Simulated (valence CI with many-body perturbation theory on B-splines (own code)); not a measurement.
## E1 line list for Hg XLVIII

Method: configuration interaction combined with many-body perturbation theory (CI+MBPT): five valence electrons over a frozen Dirac-Fock core [Ar] 3d10, a basis of 11 s, 11 p, 10 d, 8 f, 5 g, 2 h functions for each j, with the one-electron correlation potential Σ1, the two-electron term Σ2, the three-electron term Σ3, Breit, model QED; selected CI, second order for the rest, scaled by the run's own slope (own B-spline code, finite nucleus).

No measured spectrum was set against this ion. As an estimate, large intervals hold to a few tenths of a per cent, small ones and those within an open d or f shell to about a per cent. Among the levels kept, up to 2000 cm⁻¹ of a level comes from second order outside the variational space, and about a tenth of that is noise between levels of different J, which matters for small intervals.

Lines 1 to 50 of 548 in falling wavelength, among levels below 689.81 eV, chosen from the strongest by gf and those to the six lowest levels. Wavelengths and rates use the calculated energies. Electric multipoles are in the length gauge, E1 and E2 with the static RPA response of the core. Weak lines are less certain than strong ones. Lines between different terms over intervals too small for the method are left out, as are lines whose strength nearly cancels. Where a level lies close to another of its J and parity, the split of strength between their lines is uncertain. The highest levels of a list are the least certain.

Levels are named by their leading jj configuration (3d3/2^4 stands for four electrons in 3d with j = 3/2), which in mixed levels can hold well under half, so a name can repeat and another be missing. Letters in brackets count levels of one name in rising energy.

```
λ vac (Å)                               Upper                               Lower   A (s⁻¹)  log gf  Branch %
    179.9          (4s^2 4p1/2^2 4d5/2) J=5/2          (4s^2 4p1/2 4p3/2^2) J=5/2  9.51e+07   -2.56       0.0
    165.3          (4s^2 4p1/2^2 4d5/2) J=5/2          (4s^2 4p1/2 4p3/2^2) J=3/2  1.04e+08   -2.59       0.0
    136.6          (4s 4p1/2^2 4d3/2^2) J=5/2          (4s^2 4p1/2 4d3/2^2) J=3/2  8.05e+09   -0.87       8.2
    128.3      (4s 4p1/2^2 4p3/2 4d3/2) J=7/2  (4s^2 4p1/2 4p3/2 4d3/2) J=5/2 [b]  7.83e+09   -0.81       7.9
    127.2      (4s 4p1/2^2 4d3/2 4d5/2) J=9/2  (4s^2 4p1/2 4d3/2 4d5/2) J=7/2 [b]  9.73e+09   -0.63       5.3
    126.4  (4s 4p1/2 4p3/2^2 4d3/2) J=7/2 [a]          (4s^2 4p3/2^2 4d3/2) J=5/2  6.50e+09   -0.90       0.8
    118.9      (4s 4p1/2^2 4p3/2 4d5/2) J=9/2      (4s^2 4p1/2 4p3/2 4d5/2) J=9/2  9.82e+09   -0.68      33.2
    116.5     (4s 4p1/2^2 4p3/2 4f7/2) J=11/2     (4s^2 4p1/2 4p3/2 4f7/2) J=11/2  1.09e+10   -0.58       3.8
    116.4  (4s 4p1/2^2 4p3/2 4d5/2) J=7/2 [a]  (4s^2 4p1/2 4p3/2 4d5/2) J=5/2 [b]  8.69e+09   -0.85       2.0
    115.5      (4s 4p1/2 4p3/2^2 4d3/2) J=9/2          (4s^2 4p3/2^2 4d3/2) J=7/2  8.20e+09   -0.79       1.2
    114.7  (4s 4p1/2 4p3/2^2 4d3/2) J=5/2 [c]      (4s^2 4p3/2^2 4d3/2) J=3/2 [b]  1.15e+10   -0.87       0.8
    114.1          (4s 4p1/2^2 4d3/2^2) J=3/2          (4s^2 4p1/2 4d3/2^2) J=5/2  2.09e+10   -0.79      22.4
    114.0          (4s 4p1/2^2 4p3/2^2) J=5/2          (4s^2 4p1/2 4p3/2^2) J=5/2  1.12e+10   -0.88       3.8
    113.7     (4s 4p1/2^2 4p3/2 4f7/2) J=11/2  (4s^2 4p1/2 4p3/2 4f7/2) J=9/2 [c]  5.81e+09   -0.87       2.0
    113.5          (4s 4p1/2^2 4d5/2^2) J=9/2  (4s^2 4p1/2 4p3/2 4f7/2) J=9/2 [c]  8.34e+09   -0.79       1.7
    112.7     (4s 4p1/2 4p3/2^2 4d5/2) J=11/2          (4s^2 4p3/2^2 4d5/2) J=9/2  1.79e+10   -0.39       5.9
    111.9  (4s 4p1/2^2 4d3/2 4d5/2) J=7/2 [a]  (4s^2 4p1/2 4d3/2 4d5/2) J=5/2 [a]  8.13e+09   -0.91       3.1
    111.7          (4s 4p1/2^2 4d5/2^2) J=9/2          (4s^2 4p1/2 4d5/2^2) J=7/2  1.37e+10   -0.59       2.7
    111.6      (4s 4p1/2^2 4p3/2 4d5/2) J=9/2  (4s^2 4p1/2 4p3/2 4d5/2) J=7/2 [a]  1.97e+10   -0.43      66.6
    111.3     (4s 4p1/2^2 4p3/2 4f7/2) J=11/2  (4s^2 4p1/2 4p3/2 4f7/2) J=9/2 [b]  1.48e+10   -0.48       5.1
    110.5  (4s 4p1/2^2 4p3/2 4d3/2) J=5/2 [a]  (4s^2 4p1/2 4p3/2 4d3/2) J=5/2 [a]  1.39e+10   -0.82      25.4
    110.3  (4s 4p1/2 4p3/2^2 4d5/2) J=7/2 [e]      (4s^2 4p3/2^2 4d5/2) J=5/2 [b]  1.82e+10   -0.58       1.1
    110.2  (4s 4p1/2^2 4d3/2 4d5/2) J=7/2 [a]  (4s^2 4p1/2 4d3/2 4d5/2) J=7/2 [a]  1.46e+10   -0.67       5.5
    109.8  (4s 4p1/2^2 4p3/2 4f7/2) J=9/2 [a]  (4s^2 4p1/2 4p3/2 4f7/2) J=9/2 [a]  1.11e+10   -0.70       2.4
    109.7      (4s 4p1/2^2 4p3/2 4d3/2) J=7/2      (4s^2 4p1/2 4p3/2 4d3/2) J=7/2  1.19e+10   -0.76      12.1
    109.6  (4s 4p1/2^2 4p3/2 4d5/2) J=5/2 [a]  (4s^2 4p1/2 4p3/2 4d5/2) J=5/2 [a]  1.49e+10   -0.79       3.6
    109.5  (4s 4p1/2^2 4d3/2 4d5/2) J=5/2 [a]  (4s^2 4p1/2 4d3/2 4d5/2) J=5/2 [a]  1.30e+10   -0.85       4.3
    109.3  (4s 4p1/2^2 4p3/2 4f7/2) J=9/2 [a]  (4s^2 4p1/2 4p3/2 4f7/2) J=7/2 [a]  1.49e+10   -0.57       3.2
    109.0  (4s 4p1/2 4p3/2^2 4d5/2) J=9/2 [b]          (4s^2 4p3/2^2 4d5/2) J=7/2  1.85e+10   -0.48       3.3
    108.5          (4s 4p1/2^2 4d3/2^2) J=5/2          (4s^2 4p1/2 4d3/2^2) J=5/2  1.87e+10   -0.70      19.0
    108.4  (4s 4p1/2^2 4p3/2 4d5/2) J=7/2 [b]  (4s^2 4p1/2 4p3/2 4d5/2) J=5/2 [b]  8.97e+09   -0.90       0.9
    108.4      (4s 4p1/2^2 4d3/2 4d5/2) J=9/2      (4s^2 4p1/2 4d3/2 4d5/2) J=9/2  1.60e+10   -0.55       8.7
    107.9          (4s 4p1/2^2 4p3/2^2) J=5/2          (4s^2 4p1/2 4p3/2^2) J=3/2  1.69e+10   -0.75       5.7
    107.8             (4p1/2^2 4p3/2^3) J=3/2        (4s 4p1/2 4p3/2^3) J=3/2 [b]  1.83e+10   -0.89       1.2
    107.4  (4s 4p1/2^2 4p3/2 4f5/2) J=7/2 [a]  (4s^2 4p1/2 4p3/2 4f5/2) J=5/2 [a]  1.10e+10   -0.82       2.1
    107.2  (4s 4p1/2^2 4p3/2 4f5/2) J=7/2 [a]      (4s^2 4p1/2 4p3/2 4f5/2) J=7/2  1.12e+10   -0.81       2.2
    107.1  (4s 4p1/2^2 4p3/2 4d5/2) J=5/2 [a]  (4s^2 4p1/2 4p3/2 4d5/2) J=3/2 [a]  1.92e+10   -0.70       4.7
    106.5            (4s 4p1/2 4p3/2^3) J=5/2                (4s^2 4p3/2^3) J=3/2  1.94e+10   -0.70       2.3
    105.8          (4s 4p1/2^2 4p3/2^2) J=1/2          (4s^2 4p1/2 4p3/2^2) J=1/2  3.69e+10   -0.91       7.5
    105.5  (4s 4p1/2^2 4p3/2 4f7/2) J=7/2 [a]  (4s^2 4p1/2 4p3/2 4f7/2) J=9/2 [a]  1.20e+10   -0.79       4.6
    105.1  (4s 4p1/2^2 4p3/2 4f7/2) J=7/2 [a]  (4s^2 4p1/2 4p3/2 4f7/2) J=7/2 [a]  8.79e+09   -0.93       3.3
    105.1          (4s 4p1/2^2 4d5/2^2) J=5/2      (4s^2 4p1/2 4p3/2 4f7/2) J=3/2  1.54e+10   -0.81       2.0
    105.1  (4s 4p1/2 4p3/2^2 4d5/2) J=7/2 [d]      (4s^2 4p3/2^2 4d5/2) J=5/2 [a]  1.15e+10   -0.82       0.7
    104.7  (4s 4p1/2^2 4p3/2 4f5/2) J=7/2 [b]  (4s^2 4p1/2 4p3/2 4f7/2) J=7/2 [b]  1.07e+10   -0.85       1.3
    104.7  (4s 4p1/2^2 4p3/2 4d5/2) J=3/2 [b]  (4s^2 4p1/2 4p3/2 4d5/2) J=3/2 [b]  2.19e+10   -0.84       2.3
    104.1  (4s 4p1/2^2 4d3/2 4d5/2) J=7/2 [b]      (4s^2 4p1/2 4d3/2 4d5/2) J=9/2  2.87e+10   -0.43      12.2
    104.0  (4s 4p1/2^2 4p3/2 4d5/2) J=3/2 [a]  (4s^2 4p1/2 4p3/2 4d5/2) J=5/2 [a]  2.77e+10   -0.74       8.9
    103.2  (4s 4p1/2 4p3/2^2 4d5/2) J=5/2 [e]      (4s^2 4p3/2^2 4d5/2) J=5/2 [a]  1.74e+10   -0.78       2.3
    102.2  (4s 4p1/2^2 4p3/2 4d5/2) J=7/2 [a]      (4s^2 4p1/2 4p3/2 4d5/2) J=9/2  1.27e+10   -0.80       2.9
    102.0  (4s 4p1/2 4p3/2^2 4d5/2) J=3/2 [d]          (4s^2 4p3/2^2 4d5/2) J=3/2  2.17e+10   -0.87       1.0
```
